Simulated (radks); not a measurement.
Spherical quantum dot in the effective-mass picture: electrons in a parabolic well V = omega^2 r^2 / 2 with omega = 0.429, with a point charge +1 (a donor) at the centre, all in effective atomic units (hartree* = m*/eps^2 hartree, bohr* = eps/m* bohr), one dielectric constant everywhere. Method: non-relativistic Kohn-Sham, PBE, spin-polarised, spherical densities; computed with a radial shooting solver with Libxc functionals. Levels are named by radial order and angular momentum (1s, 1p, 1d, 2s, ...), and open shells are averaged over m.

N = 12, configuration 1s2 1p6 1d(up 2, down 0) 2s2. This is the lowest configuration that the search found. Occupied levels:

level    occupation  eigenvalue (hartree*)  <r> (bohr*)
1s up             1                 3.7904        2.083
1s down           1                 3.8006        2.017
1p up             3                 4.0604        3.106
1p down           3                 4.0853        3.076
2s up             1                 4.2293        2.835
2s down           1                 4.2487        2.876
1d up             2                 4.2973        3.526

Energy (hartree*): total 28.3789, kinetic 4.5553, external 5.5441, Hartree 21.760, exchange-correlation -3.4808.
